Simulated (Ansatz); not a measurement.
```yaml
crystal:
  periodic: [false, false, false]
  atoms:
    - {symbol: Mo, position_ang: [-0.802409, 0.283947, -0.407265]}
    - {symbol: Mo, position_ang: [0.802409, -0.283947, 0.407265]}
basis:
  gaussian: {orbitals: def2-TZVPD, fitting: {mean_field: def2-universal-jkfit}}
hamiltonian: {xc: {name: r2SCAN50}, dispersion: d3bj}
output: {forces: true}
```

```sh
$ ansatz run in.yaml --threads 2 --pin off --events-out ev --progress --plain --max-ram 32768MiB --backend cpu
```

Shortened log:

```
Warning: the engine holds no damping parameters fitted to this dispersion correction and functional, so the run takes those fitted to r2scan50 beside the three-body term, which d3bj leaves out (hamiltonian.dispersion, under Limitations)
Functional definition: r2SCAN50
510 factors; integrals over basis functions are off by at most 1.2e0 eV
mean field evaluation 1: about -3698.0776 eV, gradient 5.1e1 eV
mean field evaluation 2: about -3696.8909 eV, gradient 6.0e1 eV
mean field evaluation 4: about -3703.3233 eV, gradient 5.3e-1 eV
mean field evaluation 8: about -3703.3237 eV, gradient 1.2e-1 eV
mean field evaluation 16: about -3703.3803 eV, gradient 6.5e-2 eV
mean field evaluation 32: about -3703.3570 eV, gradient 5.6e-1 eV
mean field -3703.38081036 eV, -136.0967345391 hartree, gradient 3.8e-5 eV, S^2 0.000000; 4 other end points of the search recorded, 0 dependent functions left out
reference -3703.38081600 eV, -136.0967347463 hartree; 14, 14 occupied and 66, 66 virtual orbitals, 510 factors
Total energy: -3703.40992307 eV, -136.0978044113 hartree
Atom 0 at    -0.802409     0.283947    -0.407265 Å, force     0.827718    -0.292903     0.420111 eV/Å
Atom 1 at     0.802409    -0.283947     0.407265 Å, force    -0.827718     0.292903    -0.420111 eV/Å
Dipole moment:     0.000003    -0.000001     0.000002 e Å
```

Run time 4.2 s (2 threads of an AMD EPYC 7R13 on a shared host); peak host memory 0.21 GiB.
